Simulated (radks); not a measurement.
Task: Species: Sb3+. Configuration: [Kr] 4d10 5s2. Calculated with a radial shooting solver on a logarithmic mesh with Libxc functionals: scalar-relativistic Kohn-Sham, PBE, spin-polarised, spherical densities, point nucleus. Some entries of the table are withheld. Estimate them.

| orbital | occ. | eigenvalue (eV) | <r> (bohr) |
|---|---|---|---|
| 1s | 2 | -30335.82 | (1) |
| 2s | 2 | -4641.406 | 0.1226 |
| 2p | 6 | -4169.784 | (2) |
| 3s | 2 | -933.7934 | 0.3305 |
| 3p | 6 | -780.0636 | 0.3287 |
| 3d | 10 | -545.5314 | (3) |
| 4s | 2 | -178.3045 | 0.7905 |
| 4p | 6 | -131.2330 | 0.8515 |
| 4d | 10 | -62.7760 | 1.020 |
| 5s | 2 | -38.9060 | 2.021 |

Result: 
(1) 1s <r> (bohr): 0.02842
(2) 2p <r> (bohr): 0.1071
(3) 3d <r> (bohr): 0.3054
